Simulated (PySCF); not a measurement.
## Shapes and spin states of RuSCl

Computed with B3LYP/[Ru def2-SVP with ECP28, S def2-SVP, Cl def2-SVP], scalar-relativistic core potentials, density fitting, no spin–orbit coupling, PySCF.

Relaxations began from a few typed shapes and spin states; open shells are unrestricted. The search is not exhaustive: other isomers or separated fragments can lie lower, and high-lying points may rest on an excited occupation.

**Question.** Which is the lowest minimum found?
A. broken-symmetry Ms = 1/2 (⟨S²⟩ 1.54) Cs: Ru–Cl 2.231 Å, Ru–S 2.058 Å; Cl–Ru–S 123.8°
B. sextet C∞v: Ru–Cl 2.332 Å, Ru–S 2.179 Å; Cl–Ru–S 180.0°
C. sextet Cs: Ru–Cl 2.312 Å, Ru–S 2.168 Å; Cl–Ru–S 140.3°
D. quartet Cs: Ru–Cl 2.246 Å, Ru–S 2.080 Å; Cl–Ru–S 123.2°
E. broken-symmetry Ms = 1/2 (⟨S²⟩ 1.69) Cs: Ru–Cl 2.240 Å, Ru–S 2.073 Å; Cl–Ru–S 130.8°
F. quartet C∞v: Ru–Cl 2.288 Å, Ru–S 2.128 Å; Cl–Ru–S 180.0°
G. broken-symmetry Ms = 1/2 (⟨S²⟩ 1.70) C∞v: Ru–Cl 2.271 Å, Ru–S 2.086 Å; Cl–Ru–S 180.0°
H. quartet Cs: Ru–Cl 2.252 Å, Ru–S 2.079 Å; Cl–Ru–S 121.0°

**Answer.** H. The others lie at 2.3 (quartet Cs), 17.4 (quartet C∞v, a saddle point), 33.3 (sextet Cs), 34.9 (broken-symmetry Ms = 1/2 Cs), 39.3 (broken-symmetry Ms = 1/2 Cs), 41.5 (sextet C∞v, a saddle point), 46.3 (broken-symmetry Ms = 1/2 C∞v, a saddle point) kJ/mol above it.

Formally Ru is in oxidation state +3, d5, with 3 unpaired electrons (the high-spin count would be 5). The Mulliken spin on Ru is 2.35. The polar-tensor charge on Ru, 0.86, is far below the formal one.

For the lowest minimum: other spin states or occupations of the open shell can lie lower.

The electron or spin density has lower symmetry than the nuclear frame for the quartet C∞v at 17.4 kJ/mol, broken-symmetry Ms = 1/2 (⟨S²⟩ 1.54) Cs at 34.9 kJ/mol, broken-symmetry Ms = 1/2 (⟨S²⟩ 1.70) C∞v at 46.3 kJ/mol.
